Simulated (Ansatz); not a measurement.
`BB(C)OC` + `N[SiH3]` → `CN[SiH3]` + `BB(C)O`  (substitution at a C–O bond)

Isolated molecules relaxed with PBE0-D4/def2-TZVP in Ansatz; ΔE leaves out vibrations. CCSD(T)/CBS adds triple-zeta CCSD(T) − MP2 to the extrapolated MP2 energy (def2 sets, frozen cores). This one scheme is used for every species. DFT in def2-TZVPP. B3LYP here is the variant with VWN-RPA as its local correlation; programs differ in this. Each species was taken in one conformer, which may not be the lowest.

`BB(C)OC`:

Z-matrix (Å, degrees):
```
C
B 1 1.577
H 1 1.094 2 113.2
H 1 1.097 2 108.9 3 -117.8
H 1 1.093 2 111.7 3 123.4
O 2 1.357 1 116.4 3 -141.0
B 2 1.685 1 119.2 3 39.7
C 6 1.408 2 121.7 1 -178.0
H 7 1.201 2 122.6 1 84.3
H 7 1.201 2 122.1 1 -90.7
H 8 1.097 6 112.0 2 -5.6
H 8 1.093 6 109.6 2 115.1
H 8 1.092 6 109.2 2 -125.9
```

`N[SiH3]`:

```xyz
7

N    -0.968   -0.322    0.312
Si    0.617    0.091   -0.214
H    -1.762   -0.067   -0.252
H    -1.197   -0.270    1.292
H     0.754   -0.337   -1.630
H     0.969    1.542   -0.152
H     1.587   -0.636    0.645
```

`CN[SiH3]`:

Cartesian coordinates in Å:
```
C 1.280 -0.180 0.532
N -0.128 -0.493 0.413
Si -1.170 0.292 -0.701
H 1.837 -1.033 0.928
H 1.690 0.037 -0.458
H 1.488 0.689 1.171
H -0.536 -0.850 1.262
H -0.597 0.153 -2.067
H -1.368 1.757 -0.468
H -2.497 -0.371 -0.612
```

`BB(C)O`:

```xyz
10

B    -1.309    0.086   -0.847
B     0.220    0.277   -0.174
C     0.648   -0.668    1.011
O     1.145    1.209   -0.554
H    -1.506   -0.646   -1.778
H    -2.286    0.611   -0.388
H     0.268   -1.690    0.921
H     1.735   -0.702    1.124
H     0.231   -0.268    1.944
H     0.854    1.791   -1.259
```

| level | ΔE (kcal/mol) | difference from CCSD(T)/CBS |
| --- | --- | --- |
| r2SCAN-D4 | -2.0 | 0.3 |
| B3LYP-D4 | -2.0 | 0.3 |
| B2PLYP | -2.1 | 0.2 |
| PBE | -2.6 | -0.3 |
| r2SCAN | -2.0 | 0.3 |
| PBE0 | -2.7 | -0.4 |
| B3LYP | -1.9 | 0.4 |
| SCS-MP2/def2-TZVPP | -2.3 | 0.0 |
| CCSD/def2-TZVPP | -2.2 | 0.1 |
| HF/def2-QZVPP | -1.6 | 0.7 |
| CCSD(T)/CBS | -2.3 | 0 |

Largest T1 diagnostic among the species: 0.013.
